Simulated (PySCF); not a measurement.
Compound: C7H9N.
Atom-mapped SMILES: `[CH3:1][CH2:2][c:3]1[cH:4][cH:5][cH:6][n:7][cH:8]1`

Cartesian coordinates in Å at the PBE0-D3(BJ)/def2-TZVP level; atoms count from 1:
```xyz
17
C7H9N angstrom
C     -2.3449    0.4616    0.3705
C     -1.3541    0.0193   -0.7018
C      0.0296   -0.1674   -0.1570
C      0.8954    0.9024    0.0352
C      2.1469    0.6771    0.5809
C      2.4971   -0.6214    0.9201
N      1.6900   -1.6607    0.7424
C      0.4939   -1.4252    0.2175
H     -3.3495    0.5713   -0.0440
H     -2.3888   -0.2676    1.1827
H     -2.0503    1.4204    0.8036
H     -1.3309    0.7606   -1.5065
H     -1.6946   -0.9182   -1.1504
H      0.5898    1.9057   -0.2457
H      2.8445    1.4909    0.7387
H      3.4715   -0.8353    1.3506
H     -0.1464   -2.2943    0.0770
```

Probes without a nucleus sit at each ring's centroid and 1 Å off its mean plane on both sides; NICS is minus the shielding there, NICSzz its component along the normal. Level: GIAO B97-2/pcSseg-2 (PySCF, non-relativistic, gas phase) on the PBE0-D3(BJ)/def2-TZVP geometry, one conformer.

Ring bond lengths (Å): C3–C4 1.390, C4–C5 1.384, C5–C6 1.387, C6–N7 1.328, N7–C8 1.327, C8–C3 1.392.

Q: Give the NICS values of each ring in ppm.

A: 
```json
{"ring": "C3–C4–C5–C6–N7–C8", "type": "6-membered ring with N; formal bonds all aromatic", "NICS(0)": "-7.3", "NICS(1), two faces": "-10.0 / -10.1", "NICS(1)zz, two faces": "-28.2 / -28.9", "rms pucker (Å)": "0.00", "centre to ring atoms, mean (Å)": "1.37"}
```

Q: What do they say, and how far can they be read as aromaticity?

A: 
- C3–C4–C5–C6–N7–C8: mean NICS(1)zz -28.5 ppm, shielded. For a flat ring without four-coordinate atoms the NICS criterion counts such a value as aromatic.

Q: How equal are the bonds by HOMA? HOMA = 1 − mean of α(R − Ropt)² over the ring bonds, with Krygowski's 1993 parameters (CC: Ropt 1.388 Å, α 257.7 Å⁻²; CN: Ropt 1.334 Å, α 93.52 Å⁻²).

A: 
- C3–C4–C5–C6–N7–C8: HOMA 1.00; the largest term is that of C4–C5, α(R − Ropt)² = 0.00. The geometric and the magnetic index point the same way.

Q: What field does 7.05 T along the ring normal induce along that normal at the first NICS(1) probe listed for ring C3–C4–C5–C6–N7–C8, 1 Å off the ring?

A: NICSzz × B0 = -28.2 ppm × 7.05 T = -199 μT, against the applied field.

Q: What are the shieldings of the ring atoms and their hydrogens in the same run (means over atoms taken as equivalent)?

A: 
```
atoms                          environment  σ isotropic (ppm)  principal values of the symmetric part, first atom (ppm)
   C3          substituted aromatic carbon               38.6                                         -62.5, 4.7, 173.7
   C4                   aromatic CH carbon               43.8                                        -66.9, 28.7, 169.6
   C5                   aromatic CH carbon               56.8                                        -58.0, 54.6, 173.6
   C6  aromatic CH next to a ring nitrogen               29.8                                        -81.0, 25.4, 144.9
   N7               pyridine-type nitrogen              -95.4                                     -400.5, -177.2, 291.6
   C8  aromatic CH next to a ring nitrogen               27.2                                        -78.9, 30.5, 130.1
  H14                    aromatic hydrogen              23.96                                          20.7, 21.9, 29.2
  H15                    aromatic hydrogen              24.31                                          21.6, 23.3, 28.0
  H16                    aromatic hydrogen              22.85                                          19.2, 22.4, 26.9
  H17                    aromatic hydrogen              22.82                                          19.0, 20.9, 28.6
```

Q: How do the values depend on the level or the medium?

A: 
```json
{"level": "B97-2/pcSseg-2, gas", "NICS(0), C3–C4–C5–C6–N7–C8": "-7.3", "mean NICS(1)zz, C3–C4–C5–C6–N7–C8": "-28.5"}
{"level": "KT3/pcSseg-2, gas", "NICS(0), C3–C4–C5–C6–N7–C8": "-7.2", "mean NICS(1)zz, C3–C4–C5–C6–N7–C8": "-27.6"}
{"level": "PBE0/pcSseg-2, gas", "NICS(0), C3–C4–C5–C6–N7–C8": "-7.2", "mean NICS(1)zz, C3–C4–C5–C6–N7–C8": "-28.7"}
{"level": "wB97X-D/pcSseg-2, gas", "NICS(0), C3–C4–C5–C6–N7–C8": "-7.1", "mean NICS(1)zz, C3–C4–C5–C6–N7–C8": "-28.8"}
{"level": "WP04/pcSseg-2, IEF-PCM chloroform", "NICS(0), C3–C4–C5–C6–N7–C8": "-7.6", "mean NICS(1)zz, C3–C4–C5–C6–N7–C8": "-27.9"}
{"level": "wB97X-D/pcSseg-2, IEF-PCM chloroform", "NICS(0), C3–C4–C5–C6–N7–C8": "-6.9", "mean NICS(1)zz, C3–C4–C5–C6–N7–C8": "-28.7"}
```

The geometry is the same throughout; the continuum's cavity takes Bondi-type radii × 1.2.
